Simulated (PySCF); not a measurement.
B3LYP has the VWN-RPA correlation part, as in Gaussian. Excitations are Tamm–Dancoff values on a coarser integration grid. The basis has no diffuse functions, so Rydberg states are missing or too high.

**C2H3NSi, SMILES `c1c[si]1=N` (charge 0, multiplicity 1)**

Computed with B3LYP-D3(BJ)/def2-TZVP in PySCF.

| Quantity | Result |
|---|---|
| HOMO | -7.06 eV |
| dipole moment | 0.672 e·Å |
| HOMO–LUMO gap | 5.77 eV |
| LUMO | -1.30 eV |
| S1 excitation (TDA) | 4.67 eV |
| S1 oscillator strength | 0.003 |
| T1 excitation (TDA) | 4.16 eV |
| S1–T1 gap (TDA) | 0.51 eV |
| vertical ionisation energy (Delta-SCF) | 9.47 eV |
| total energy | -422.2520 Ha |
| cost | roughly 70 core-seconds |

```xyz
7

N      2.1986    -0.0142     0.2254
Si     0.6171     0.0298     0.0880
C     -1.1089     0.4446     0.2055
C     -0.8673    -0.6552    -0.5705
H      2.7038     0.6667     0.7760
H     -2.0279     0.9511     0.4762
H     -1.5305    -1.3119    -1.1202
```
Charge 0, spin multiplicity 1.
